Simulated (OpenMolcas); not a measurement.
# Sn I: thermal populations, worked from levels

```yaml
Program: OpenMolcas
Basis: ANO-RCC [10s9p8d5f3g]
Scalar_Hamiltonian: DKH2, point nucleus
Active_space: 4 electrons in 9 orbitals (RAS2 5s 5p; RAS3 5d, at most 2 electrons)
State_averaging: 2S+1 = 3 even, 3 roots; 2S+1 = 1 even, 6 roots; 2S+1 = 5 odd, 1 root; 2S+1 = 3 odd, 5 roots; 2S+1 = 1 odd, 5 roots
Spin-orbit_coupling: RASSI with atomic mean-field integrals over the reference wave functions, term energies averaged over their components
```

Methods: RASSCF; SS-RASPT2, IPEA 0.25 Eh, imaginary shift 0.1 Eh (closed shells correlated: 4d). Measured levels: NIST Handbook of Basic Atomic Spectroscopic Data.

**Thermal populations.** Z = Σ (2J + 1) exp(-E/kT) with k = 0.695035 cm-1/K, over the levels below. No other level of either list lies under 34600 cm-1, which is above 7 kT at each temperature.

```tsv
Level	2J + 1	SS-RASPT2	measured
5s2 5p2 3P0	1	0.0	0.0
5s2 5p2 3P1	3	1494	1692
5s2 5p2 3P2	5	3070	3428
5s2 5p2 1D2	5	8060	8613
5s2 5p2 1S0	1	16810	17162
```

```
T (K)  Z, SS-RASPT2  Z, measured levels  Ground level (%), SS-RASPT2  Ground level (%), measured levels
 2000         2.589               2.323                         38.6                               43.0
 3000         3.717               3.379                         26.9                               29.6
 5000         5.518               5.135                         18.1                               19.5
```

At 5000 K, kT = 3475 cm-1, and the computed levels give Z = 1.000 + 1.952 + 2.067 + 0.492 + 0.008 = 5.518.

Term energies are means over components that CASPT2 splits; among the terms shown or strongly mixed into the levels shown the widest spread is 31 cm-1 (5s2 5p2 1D, SS-RASPT2). The run also gave levels led by 5s2 5p 5d, which use shells meant for correlation; these and all levels above them are left out. Measured partners are found by configuration, term and J. A level has none where our copy of the source lacks it or the pairing is in doubt (some pairs that miss far off the trend of their configuration count as doubtful), and it then counts in no deviation. Only configurations of the active space appear.
